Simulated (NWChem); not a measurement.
System: H$_{3}$BO$_{2}$; SMILES OBO

Excerpt of the output:

```
             Northwest Computational Chemistry Package (NWChem) 7.3.0
             --------------------------------------------------------

                             Geometry "geometry" -> ""
                             -------------------------

 Output coordinates in angstroms (scale by  1.889725989 to convert to a.u.)

  No.       Tag          Charge          X              Y              Z
 ---- ---------------- ---------- -------------- -------------- --------------
    1 B                    5.0000    -0.46865800    -0.02044100     0.00000000
    2 H                    1.0000    -1.67922900    -0.01227600     0.00000000
    3 O                    8.0000     0.15555400    -1.21910500     0.00000000
    4 H                    1.0000     1.11550000    -1.12023600     0.00000000
    5 O                    8.0000     0.27298200     1.12048100     0.00000000
    6 H                    1.0000    -0.26512800     1.91647000     0.00000000

 Effective nuclear repulsion energy (a.u.)      66.8499913882

                              NWChem Property Module
                              ----------------------

  itol2e modified to match energy
  convergence criterion.

                                 NWChem DFT Module
                                 -----------------

 Summary of "ao basis" -> "ao basis" (spherical)
 ------------------------------------------------------------------------------
       Tag                 Description            Shells   Functions and Types
 ---------------- ------------------------------  ------  ---------------------
 B                           6-31g*                  6       14   3s2p1d
 H                           6-31g*                  2        2   2s
 O                           6-31g*                  6       14   3s2p1d

  itol2e modified to match energy
  convergence criterion.

            General Information
            -------------------
          SCF calculation type: DFT
          Wavefunction type:  closed shell.
          No. of atoms     :     6
          No. of electrons :    24
           Alpha electrons :    12
            Beta electrons :    12
          Charge           :     0
          Spin multiplicity:     1
          Use of symmetry is: off; symmetry adaption is: off
          Maximum number of iterations: 150
          AO basis - number of functions:    48
                     number of shells:    24
          Convergence on energy requested:  1.00D-07
          Convergence on density requested:  1.00D-05
          Convergence on gradient requested:  5.00D-04

              XC Information
              --------------
                         B3LYP Method XC Potential
                     Hartree-Fock (Exact) Exchange  0.200
                        Slater Exchange Functional  0.800 local
                    Becke 1988 Exchange Functional  0.720 non-local
              Lee-Yang-Parr Correlation Functional  0.810
                  VWN I RPA Correlation Functional  0.190 local

             Grid Information
             ----------------
          Grid used for XC integration:  fine
          Radial quadrature: Mura-Knowles
          Angular quadrature: Lebedev.
          Tag              B.-S. Rad. Rad. Pts. Rad. Cut. Ang. Pts.
          ---              ---------- --------- --------- ---------
          B                   0.85       70           7.0       590
          H                   0.35       60           9.0       590
          O                   0.60       70           9.0       590
          Grid pruning is: on
          Number of quadrature shells:   390
          Spatial weights used:  Erf1

      Superposition of Atomic Density Guess
      -------------------------------------

 Sum of atomic energies:        -175.52949057

      Non-variational initial energy
      ------------------------------

 Total energy =    -176.654566
 1-e energy   =    -372.103019
 2-e energy   =     128.598462
 HOMO         =      -0.432295
 LUMO         =       0.098196

   convergence    iter        energy       DeltaE   RMS-Dens  Diis-err
 ---------------- ----- ----------------- --------- --------- ---------
 d= 0,ls=0.0,diis     1   -177.1154880254 -2.44D+02  2.01D-02  6.57D-01
 d= 0,ls=0.0,diis     2   -177.0974957464  1.80D-02  1.04D-02  1.01D+00
 d= 0,ls=0.0,diis     3   -177.1896772464 -9.22D-02  1.30D-03  1.92D-02
 d= 0,ls=0.0,diis     4   -177.1914062120 -1.73D-03  3.05D-04  4.73D-04
 d= 0,ls=0.0,diis     5   -177.1914304528 -2.42D-05  1.50D-04  2.30D-04
  Resetting Diis
 d= 0,ls=0.0,diis     6   -177.1914517599 -2.13D-05  2.01D-05  2.15D-06
 d= 0,ls=0.0,diis     7   -177.1914519725 -2.13D-07  9.63D-06  1.48D-07
 d= 0,ls=0.0,diis     8   -177.1914519784 -5.88D-09  4.42D-06  1.09D-07

         Total DFT energy =     -177.191451978365
      One electron energy =     -374.891289135235
           Coulomb energy =      153.315517309199
    Exchange-Corr. energy =      -22.465671540506
 Nuclear repulsion energy =       66.849991388178

 Numeric. integr. density =       24.000000077436

                       DFT Final Molecular Orbital Analysis
                       ------------------------------------

 Vector   10  Occ=2.000000D+00  E=-3.674781D-01
              MO Center=  1.3D-01, -9.8D-01,  4.9D-10, r^2= 1.4D+00
   Bfn.  Coefficient  Atom+Function         Bfn.  Coefficient  Atom+Function
  ----- ------------  ---------------      ----- ------------  ---------------
    20      0.535141  3 O  py                24      0.355968  3 O  py
    22     -0.211320  3 O  s                 19      0.187106  3 O  px
    38     -0.178648  5 O  s                 35     -0.144973  5 O  px
    36      0.134992  5 O  py                18     -0.130816  3 O  s
     4     -0.120756  1 B  py                23      0.118188  3 O  px

 Vector   11  Occ=2.000000D+00  E=-3.311173D-01
              MO Center= -5.8D-01,  3.3D-01,  7.8D-11, r^2= 2.1D+00
   Bfn.  Coefficient  Atom+Function         Bfn.  Coefficient  Atom+Function
  ----- ------------  ---------------      ----- ------------  ---------------
    35      0.399573  5 O  px                16      0.350853  2 H  s
     3     -0.284591  1 B  px                39      0.275230  5 O  px
    15      0.255812  2 H  s                 22     -0.169779  3 O  s
    19      0.141268  3 O  px                36      0.100217  5 O  py
     6      0.098433  1 B  s                 32      0.088841  4 H  s

 Vector   12  Occ=2.000000D+00  E=-3.177543D-01
              MO Center=  2.0D-01, -1.5D-01, -7.9D-12, r^2= 1.9D+00
   Bfn.  Coefficient  Atom+Function         Bfn.  Coefficient  Atom+Function
  ----- ------------  ---------------      ----- ------------  ---------------
    21      0.482116  3 O  pz                37     -0.440166  5 O  pz
    25      0.363272  3 O  pz                41     -0.336767  5 O  pz
    11     -0.036425  1 B  d -1

 Vector   13  Occ=0.000000D+00  E= 5.479920D-02
              MO Center= -4.3D-01, -2.3D-02,  1.5D-09, r^2= 2.0D+00
   Bfn.  Coefficient  Atom+Function         Bfn.  Coefficient  Atom+Function
  ----- ------------  ---------------      ----- ------------  ---------------
     9      0.715846  1 B  pz                 5      0.498434  1 B  pz
    25     -0.329960  3 O  pz                41     -0.320883  5 O  pz
    21     -0.273927  3 O  pz                37     -0.269885  5 O  pz

 Vector   14  Occ=0.000000D+00  E= 7.497590D-02
              MO Center= -4.3D-02,  1.4D+00, -4.3D-11, r^2= 3.5D+00
   Bfn.  Coefficient  Atom+Function         Bfn.  Coefficient  Atom+Function
  ----- ------------  ---------------      ----- ------------  ---------------
    48      1.270805  6 H  s                 38     -0.929190  5 O  s
    32      0.572023  4 H  s                 22     -0.424183  3 O  s
    40     -0.321438  5 O  py                39      0.279804  5 O  px
     6      0.264435  1 B  s                 23     -0.229593  3 O  px
    36     -0.196830  5 O  py                47      0.149457  6 H  s

 Vector   15  Occ=0.000000D+00  E= 9.339596D-02
              MO Center=  7.6D-01, -4.8D-01,  3.0D-11, r^2= 4.0D+00
   Bfn.  Coefficient  Atom+Function         Bfn.  Coefficient  Atom+Function
  ----- ------------  ---------------      ----- ------------  ---------------
    32      1.275514  4 H  s                 22     -0.940031  3 O  s
    48     -0.623769  6 H  s                 38      0.420913  5 O  s
    23     -0.398355  3 O  px                16     -0.357524  2 H  s
     6      0.303758  1 B  s                 19     -0.242841  3 O  px
     8     -0.225641  1 B  py                40      0.200192  5 O  py

     Multipole analysis of the density
     ---------------------------------

     L   x y z        total         alpha         beta         nuclear
     -   - - -        -----         -----         ----         -------
     0   0 0 0     -0.000000    -12.000000    -12.000000     24.000000

     1   1 0 0      0.179378     -0.152329     -0.152329      0.484036
     1   0 1 0      0.627815      0.415234      0.415234     -0.202652
     1   0 0 1      0.000000      0.000000      0.000000      0.000000

     2   2 0 0    -12.297448    -16.901867    -16.901867     21.506287
     2   1 1 0     -2.828165     -0.058250     -0.058250     -2.711666
     2   1 0 1     -0.000000     -0.000000     -0.000000      0.000000
     2   0 2 0    -11.893082    -53.912333    -53.912333     95.931583
     2   0 1 1     -0.000000     -0.000000     -0.000000      0.000000
     2   0 0 2    -13.095971     -6.547985     -6.547985      0.000000

          -----------------------
          Electric field gradient
          -----------------------

 1 a.u. = 0.324123 10**(16) esu/cm**3  ( or statvolts/cm**2 ) = 0.97174 10**(22) v/m**2

 ------------------------------------------------------------
   Atom      X         Y         Z
 ------------------------------------------------------------
    1 B   -0.88564  -0.03863   0.00000
 ------------------------------------------------------------

 Electric field gradient in molecular frame (a.u.)
         XX             YY             ZZ             XY             XZ             YZ
 ------------------------------------------------------------------------------------------
        0.206491       0.107353      -0.313845      -0.014855      -0.000000       0.000000

 Principal components (a.u.) and orientation
 of principal axis w.r.t. absolute frame                      Asymmetry parameter eta
 --------------------------------------------------------------------------------------
       -0.313845       0.208669       0.105175                       0.329762

        0.000000       0.989422       0.145068
       -0.000000      -0.145068       0.989422
        1.000000      -0.000000       0.000000

 ------------------------------------------------------------
   Atom      X         Y         Z
 ------------------------------------------------------------
    2 H   -3.17328  -0.02320   0.00000
 ------------------------------------------------------------

 Electric field gradient in molecular frame (a.u.)
         XX             YY             ZZ             XY             XZ             YZ
 ------------------------------------------------------------------------------------------
       -0.191308       0.094921       0.096387       0.004953       0.000000       0.000000

 Principal components (a.u.) and orientation
 of principal axis w.r.t. absolute frame                      Asymmetry parameter eta
 --------------------------------------------------------------------------------------
       -0.191394       0.096387       0.095007                       0.007215

        0.999850       0.000000       0.017297
       -0.017297       0.000000       0.999850
       -0.000000       1.000000      -0.000000

 ------------------------------------------------------------
   Atom      X         Y         Z
 ------------------------------------------------------------
    3 O    0.29395  -2.30377   0.00000
 ------------------------------------------------------------

 Electric field gradient in molecular frame (a.u.)
         XX             YY             ZZ             XY             XZ             YZ
 ------------------------------------------------------------------------------------------
       -1.200036       0.450447       0.749589       0.374071       0.000000       0.000000

 Principal components (a.u.) and orientation
 of principal axis w.r.t. absolute frame                      Asymmetry parameter eta
 --------------------------------------------------------------------------------------
       -1.280859       0.749589       0.531270                       0.170447

        0.977445       0.000000       0.211190
       -0.211190       0.000000       0.977445
       -0.000000       1.000000      -0.000000

 ------------------------------------------------------------
   Atom      X         Y         Z
 ------------------------------------------------------------
    4 H    2.10799  -2.11694   0.00000
 ------------------------------------------------------------

 Electric field gradient in molecular frame (a.u.)
         XX             YY             ZZ             XY             XZ             YZ
 ------------------------------------------------------------------------------------------
       -0.451814       0.211922       0.239892      -0.059336      -0.000000       0.000000

 Principal components (a.u.) and orientation
 of principal axis w.r.t. absolute frame                      Asymmetry parameter eta
 --------------------------------------------------------------------------------------
       -0.457077       0.239892       0.217184                       0.049681

        0.996090      -0.000000      -0.088347
        0.088347       0.000000       0.996090
        0.000000       1.000000      -0.000000

 ------------------------------------------------------------
   Atom      X         Y         Z
 ------------------------------------------------------------
    5 O    0.51586   2.11740   0.00000
 ------------------------------------------------------------

 Electric field gradient in molecular frame (a.u.)
         XX             YY             ZZ             XY             XZ             YZ
 ------------------------------------------------------------------------------------------
        0.357418      -1.142757       0.785340       0.486235      -0.000000       0.000000

 Principal components (a.u.) and orientation
 of principal axis w.r.t. absolute frame                      Asymmetry parameter eta
 --------------------------------------------------------------------------------------
       -1.286569       0.785340       0.501230                       0.220828

       -0.283621      -0.000000       0.958937
        0.958937      -0.000000       0.283621
       -0.000000       1.000000       0.000000

 ------------------------------------------------------------
   Atom      X         Y         Z
 ------------------------------------------------------------
    6 H   -0.50102   3.62160   0.00000
 ------------------------------------------------------------

 Electric field gradient in molecular frame (a.u.)
         XX             YY             ZZ             XY             XZ             YZ
 ------------------------------------------------------------------------------------------
        0.011985      -0.258930       0.246945       0.319512       0.000000      -0.000000

 Principal components (a.u.) and orientation
 of principal axis w.r.t. absolute frame                      Asymmetry parameter eta
 --------------------------------------------------------------------------------------
       -0.470512       0.246945       0.223567                       0.049686

       -0.552122       0.000000       0.833763
        0.833763       0.000000       0.552122
        0.000000       1.000000      -0.000000
```

Level: B3LYP/6-31G* (spherical d). Structure relaxed at the PBE0/def2-SVP level. NWChem prints the field gradient with the sign opposite to the second derivative of the potential.

Q: Reconstruct the input file.

A: This is not unique; one that fits is the input that was run:
```
start job
memory heap 200 mb stack 900 mb global 1100 mb
geometry units angstroms noautosym nocenter noautoz
  B     -0.468658    -0.020441     0.000000
  H     -1.679229    -0.012276     0.000000
  O      0.155554    -1.219105     0.000000
  H      1.115500    -1.120236     0.000000
  O      0.272982     1.120481     0.000000
  H     -0.265128     1.916470     0.000000
end
basis spherical
  * library 6-31g*
end
dft
  xc b3lyp
  iterations 150
end
property
  efieldgrad
end
task dft property
```
